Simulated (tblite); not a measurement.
C₅H₁₆N₂P (charge +1).
Atom-mapped SMILES: `[CH3:1][CH2:2][P@@+:3]([CH3:4])([NH2:5])[N:6]([CH3:7])[CH3:8]` (hydrogens: H9, H10, H11 on C1; H12, H13 on C2; H14, H15, H16 on C4; H17, H18 on N5; H19, H20, H21 on C7; H22, H23, H24 on C8)

Computed geometry: GFN2-xTB, gas phase.

(1) List the bond lengths, angles and torsions at this level.

## Answers

(1) 
```
                   bond  length (Å)
                  C1–C2       1.524
                  C2–P3       1.834
                  P3–C4       1.820
                  P3–N5       1.646
                  P3–N6       1.650
           N6–C7, N6–C8       1.458
  C1–H9, C1–H10, C1–H11       1.087
                 C2–H12       1.094
                 C2–H13       1.092
 C4–H14, C4–H15, C4–H16       1.089
         N5–H17, N5–H18       1.012
C7–H19 and 5 like bonds       1.090
```

Bonds in one row agree within 0.01 Å and their mean is given. A selection of angles:
```
     angle  degrees
  C2–C1–H9    111.2
 C2–C1–H10    109.8
 H9–C1–H10    108.3
 H9–C1–H11    108.5
  C1–C2–P3    111.9
 C1–C2–H12    110.8
 C1–C2–H13    110.9
 P3–C2–H12    107.4
 P3–C2–H13    108.0
H12–C2–H13    107.6
  C2–P3–C4    108.3
  C2–P3–N5    106.0
  C2–P3–N6    118.6
  C4–P3–N5    113.0
  C4–P3–N6    107.4
  N5–P3–N6    103.6
 P3–C4–H14    108.0
 P3–C4–H15    112.0
 P3–C4–H16    109.5
H14–C4–H15    108.3
H14–C4–H16    109.2
 P3–N5–H17    115.8
 P3–N5–H18    116.8
H17–N5–H18    112.1
  P3–N6–C7    119.6
  C7–N6–C8    112.7
 N6–C7–H19    112.0
 N6–C7–H21    108.5
H19–C7–H20    108.9
H19–C7–H21    108.2
 N6–C8–H22    110.3
```

Dihedral angles: C1–C2–P3–C4 -177° (antiperiplanar); C2–P3–N6–C7 74° (synclinal).

Of the pairs four or more bonds apart, N5···H22 is among the closest relative to their van der Waals radii: 2.44 Å, 89 % of the sum of Bondi's values. N6 (nitrogen bonded to 2 C and P) has angles 120.1°, 119.6° and 112.7°, sum 352.4°, 0.24 Å off the plane of its three neighbours. P3 (phosphorus bonded to 2 C and 2 N) is distorted tetrahedral (angles from 103.6° to 118.6°). N5 (nitrogen bonded to P and 2 H) is pyramidal (angles 116.8°, 115.8° and 112.1°, sum 344.7°, 0.27 Å off the plane of its three neighbours).

Point group: C1 (no symmetry element, even within 0.4 Å). Its GFN2-xTB frequencies are all real (lowest 52 cm⁻¹). Torsions: C1–C2–P3–C4 -177°, C2–P3–N5–H 179° and -46°, C2–P3–N6–C7 74°. 2 starts were optimised and ended at 0.00 and 0.48 kcal/mol (GFN2-xTB); the lowest of these is shown.

One conformer stands for the species.
